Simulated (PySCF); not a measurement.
**Electric field gradients and quadrupole coupling constants**

Tropone, C₇H₆O.
Atom-mapped SMILES: `[O:1]=[c:2]1[cH:3][cH:4][cH:5][cH:6][cH:7][cH:8]1` (hydrogens: H9 on C3; H10 on C4; H11 on C5; H12 on C6; H13 on C7; H14 on C8)

Structure used (PBE0-D3(BJ)/def2-SVP), in Å, numbered top down from 1:
```xyz
14
C7H6O angstrom
O      1.8553   -2.1198   -0.0902
C      1.0345   -1.2126   -0.0872
C      1.5029    0.1809   -0.0991
C      0.8206    1.3560   -0.0676
C     -0.5896    1.6030   -0.0198
C     -1.6007    0.6896   -0.0084
C     -1.4988   -0.7388   -0.0414
C     -0.3995   -1.5376   -0.0776
H      2.5957    0.2298   -0.1330
H      1.4395    2.2589   -0.0801
H     -0.8801    2.6571    0.0069
H     -2.6194    1.0862    0.0265
H     -2.4601   -1.2626   -0.0361
H     -0.5607   -2.6200   -0.0972
```

Field gradients from the PBE0/pcSseg-1 density (PySCF, non-relativistic), principal values in atomic units, ordered |Vxx| ≤ |Vyy| ≤ |Vzz|:

```
atom     Vxx     Vyy      Vzz
  O1  0.7371  1.1898  -1.9269
```

Problem. Find the asymmetry η = (Vxx − Vyy)/Vzz and the couplings χ = eQV/h (234.96 MHz × Q in barn × V in au), with Q(17O) = −0.0256 b.

Solution. 
```tsv
atom	environment	nucleus	η	χzz (MHz)	χxx (MHz)	χyy (MHz)
O1	carbonyl oxygen	17O	0.23	11.59	-4.43	-7.16
```

The tensor is traceless: Vxx + Vyy + Vzz = 0.

Problem. What is Vzz at O1 in SI units (1 au = 9.71736 × 10²¹ V/m²)?

Solution. -1.9269 au = -18.725 × 10²¹ V/m².

Problem. And the gradient at the other heavy atoms, for which no coupling is worked out here?

Solution. 
```csv
atom,environment,Vzz (au),η
C2,ring carbonyl carbon,0.440,0.08
C3,unsaturated ring CH carbon,0.370,0.25
C4,unsaturated ring CH carbon,0.367,0.24
C5,unsaturated ring CH carbon,0.337,0.26
C6,unsaturated ring CH carbon,0.337,0.26
C7,unsaturated ring CH carbon,0.367,0.24
C8,unsaturated ring CH carbon,0.370,0.25
```

Isolated species at its PBE0-D3(BJ)/def2-SVP geometry, gas phase. The small basis limits the accuracy of the gradients.

These values come from a run that also computed NMR shieldings. Time: 21 s wall. Hardware: an Arm Neoverse V1 with one thread, on a shared host.
